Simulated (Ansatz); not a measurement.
The cluster Al₂Sb⁺. Total charge 1; singlet. Geometry r2SCAN-D4/def2-TZVP; atoms count from 1.

Cartesian coordinates in Å:
```
Al 1.2353 0.2169 -0.7019
Al -0.7280 1.1896 0.3474
Sb -0.5074 -1.4065 0.3545
```

In the def2 sets Sb takes a core potential; there is no spin–orbit coupling. The restricted singlet is unstable: a solution with broken spin symmetry lies lower. At PBE0-D4/def2-TZVP a triplet of charge 1 lies 0.28 eV below the restricted singlet, each at its own geometry. The structure comes from a short search, and lower isomers may exist.

(1) Estimate the Mulliken populations from the PBE0/def2-TZVP orbitals of Ansatz.

(2) And the Mayer bond orders between heavy atoms (over 0.3)?

Answers

(1) 
| atom | charge (e) |
| --- | --- |
| Al1 | 0.39 |
| Al2 | 0.39 |
| Sb3 | 0.21 |
Mulliken values depend strongly on the basis.

(2) Al1–Al2 0.99 (2.43 Å); Al1–Sb3 1.33 (2.61 Å); Al2–Sb3 1.33 (2.61 Å).
